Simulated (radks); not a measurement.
Problem. The mean radii <r> (bohr) of the occupied orbitals of an atom or ion are listed with their occupations. Calculated with a radial shooting solver on a logarithmic mesh with Libxc functionals: scalar-relativistic Kohn-Sham, PBE, spin-polarised, spherical densities, finite nucleus; Fermi nuclear charge, rms radius of each element as measured or else 0.836 A^(1/3) + 0.57 fm.

orbital  occ.      <r>
1s          2  0.05615
2s          2   0.2511
2p          6   0.2201

Name the element and its charge. Open shells, if any, are filled with parallel spins first.

Solution. Z = 27, cobalt, charge +17: Co17+ in [Ne]. The 1s radius gives Z: for a bare nucleus <r> = (2 gamma + 1)/(2Z) with gamma = sqrt(1 - (Z/c)^2), 0.05483 bohr for Z = 27, and screening makes it slightly larger (0.05615 here). The occupations add up to 10, and the charge is Z minus that.
